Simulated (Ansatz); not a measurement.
Ansatz (a program for electronic structure) input (PBE/3-21G): The .json file is the Basis Set Exchange's 3-21G.

Ansatz 0.2 input:
```yaml
crystal:
  periodic: [false, false, false]
  atoms:
    - {symbol: C, position_ang: [0.52341100, 1.59622000, 1.50921600]}
    - {symbol: Si, position_ang: [0.30668700, -0.10274400, 0.76678100]}
    - {symbol: C, position_ang: [-0.93038900, -1.11887000, 1.72688100]}
    - {symbol: C, position_ang: [1.93972300, -0.99084100, 0.59608700]}
    - {symbol: Br, position_ang: [-0.52806700, 0.17691000, -1.32027800]}
    - {symbol: H, position_ang: [-0.42952200, 2.12478200, 1.56197100]}
    - {symbol: H, position_ang: [0.92624900, 1.51648000, 2.52264600]}
    - {symbol: H, position_ang: [1.21259000, 2.19803300, 0.91499600]}
    - {symbol: H, position_ang: [-1.89498500, -0.61208900, 1.78138200]}
    - {symbol: H, position_ang: [-1.08465300, -2.09225600, 1.25894300]}
    - {symbol: H, position_ang: [-0.57286300, -1.28323400, 2.74709500]}
    - {symbol: H, position_ang: [2.38670500, -1.15121400, 1.58105700]}
    - {symbol: H, position_ang: [1.80848300, -1.96319900, 0.11907700]}
    - {symbol: H, position_ang: [2.64026400, -0.40978200, -0.00545800]}
basis:
  gaussian:
    orbitals: 3-21G.json
hamiltonian:
  xc: {name: PBE}
output: {forces: true}
```

Output:

```
Functional definition: PBE
integrals: 0.04 GiB planned
1101 factors; their error is unknown
mean field: 0.19 GiB planned
mean field evaluation 1: about -80755.9274 eV, gradient 7.4e1 eV
mean field evaluation 2: about -80744.5580 eV, gradient 9.3e1 eV
mean field evaluation 4: about -80768.3012 eV, gradient 3.9e0 eV
mean field evaluation 8: about -80768.3579 eV, gradient 7.8e-2 eV
mean field evaluation 16: about -80768.2292 eV, gradient 1.1e-5 eV
integrals: 0.07 GiB planned
a density is far from that of the atoms, so the factors are made again for it
973 factors; integrals over basis functions are off by at most 4.2e-5 eV
mean field: 0.16 GiB planned
mean field -80768.22745232 eV, -2968.1776122020 hartree, gradient 1.5e-5 eV, S^2 0.000000; 0 other end points of the search recorded, 0 dependent functions left out
the calculation of the forces begins
reference -80768.22748287 eV, -2968.1776133248 hartree; 38, 38 occupied and 43, 43 virtual orbitals, 973 factors
Total energy: -80768.22748287 eV, -2968.1776133248 hartree
Atom 0 at     0.523411     1.596220     1.509216 Å, force     0.053576     0.325958     0.172889 eV/Å
Atom 1 at     0.306687    -0.102744     0.766781 Å, force     0.153246    -0.051442     0.383136 eV/Å
Atom 2 at    -0.930389    -1.118870     1.726881 Å, force    -0.228938    -0.201259     0.215339 eV/Å
Atom 3 at     1.939723    -0.990841     0.596087 Å, force     0.328878    -0.176376    -0.004435 eV/Å
Atom 4 at    -0.528067     0.176910    -1.320278 Å, force    -0.478516     0.160261    -1.196396 eV/Å
Atom 5 at    -0.429522     2.124782     1.561971 Å, force    -0.385420     0.207383     0.026677 eV/Å
Atom 6 at     0.926249     1.516480     2.522646 Å, force     0.162947    -0.022309     0.411056 eV/Å
Atom 7 at     1.212590     2.198033     0.914996 Å, force     0.282872     0.237194    -0.236623 eV/Å
Atom 8 at    -1.894985    -0.612089     1.781382 Å, force    -0.384370     0.209274     0.026425 eV/Å
Atom 9 at    -1.084653    -2.092256     1.258943 Å, force    -0.054545    -0.393150    -0.186138 eV/Å
Atom 10 at    -0.572863    -1.283234     2.747095 Å, force     0.136462    -0.071805     0.414991 eV/Å
Atom 11 at     2.386705    -1.151214     1.581057 Å, force     0.188731    -0.069473     0.394397 eV/Å
Atom 12 at     1.808483    -1.963199     0.119077 Å, force    -0.056712    -0.393247    -0.185284 eV/Å
Atom 13 at     2.640264    -0.409782    -0.005458 Å, force     0.281790     0.238990    -0.236035 eV/Å
Dipole moment:     0.205025    -0.068680     0.512607 e Å
```

The geometry given is a B3LYP-D3(BJ)/def2-TZVP minimum.
